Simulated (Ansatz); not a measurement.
## The atomisation energy (no zero-point term) down a group: C to Sn

One atom is swapped for its congeners: CH3F (fluoromethane) `CF`; SiH3F `F[SiH3]`; GeH3F (fluorogermane) `[F][GeH3]`; SnH3F `[F][SnH3]`. All are singlets with charge 0.

Shapes, held fixed at every level: PBE0-D4/def2-TZVP. Programs: Ansatz 0.2.0. Values in eV.

Question: How should the atomisation energy change along the series?

Answer: At CCSD(T)/def2-TZVPP the atomisation energy falls at every step, from 17.92 to 12.81 eV. Every level shows the same order. For atoms past krypton def2 sets carry core potentials with scalar relativity. Relativity is left out for Ge unless named. Correlated rows may include outer-core shells of Ge, Sn, which these sets cover unevenly. Spin-orbit coupling, which grows down the group, is left out (summed over each molecule's free atoms 0.02, 0.04, 0.14, 0.32 eV).

```json
{"level": "PBE-D4/def2-TZVPP", "CH3F": "18.63", "SiH3F": "16.24", "GeH3F": "14.40", "SnH3F": "12.89"}
{"level": "BHLYP-D4/def2-TZVPP", "CH3F": "17.75", "SiH3F": "16.18", "GeH3F": "14.10", "SnH3F": "12.56"}
{"level": "wB97M-V/def2-TZVPP", "CH3F": "18.33", "SiH3F": "16.50", "GeH3F": "14.44", "SnH3F": "12.98"}
{"level": "wB97X-V/def2-TZVPP", "CH3F": "18.30", "SiH3F": "16.58", "GeH3F": "14.66", "SnH3F": "13.19"}
{"level": "CCSD(T)/def2-SVP", "CH3F": "17.45", "SiH3F": "15.33", "GeH3F": "13.67", "SnH3F": "12.00"}
{"level": "CCSD(T)/def2-TZVPP", "CH3F": "17.92", "SiH3F": "16.18", "GeH3F": "14.40", "SnH3F": "12.81"}
```
